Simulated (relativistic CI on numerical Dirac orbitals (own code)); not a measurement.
Method of calculation: Dirac-Coulomb-Breit CI, separate exchange-only KLI orbitals for each configuration, model QED, unscaled Slater integrals (own radial code, finite nucleus).

The strongest absorption lines from the ground level of an ion, among the configurations computed and to levels below about 147 eV (vacuum wavelength in nm, gf): 9.1218 (0.52), 9.5454 (0.36), 16.669 (0.95), 17.071 (0.62), 17.223 (1.3), 17.542 (1.2), 17.559 (2.4), 17.696 (4.6).

(1) Which ion is it?
A. Mo⁹⁺
B. Cd¹⁵⁺
C. Pd¹³⁺
D. Sn¹⁷⁺

Answers

(1) C. Pd¹³⁺ has 33 electrons and the ground level 4s²4p³ ⁴S°3/2; the strongest line goes to 4s²4p²4d ⁴P5/2. The pattern of lines fixes the number of electrons, and along that sequence the line energies rise steadily with the charge (about as its square where n changes within one kind of shell, about linearly where n is kept but much faster in heavy ions where fine structure, which grows about as Z⁴, sets the gap, and irregularly where shells cross), which fixes Z. Configurations outside the model, such as inner-shell arrays, can give stronger lines. At this charge energies of transitions that change n are usually good to better than 1 %, and those within a shell (Δn = 0) to a few per cent.

LS names give the leading component of a level, which can be under half, so a name can repeat, a term be missing and a line seem to break the LS rules.
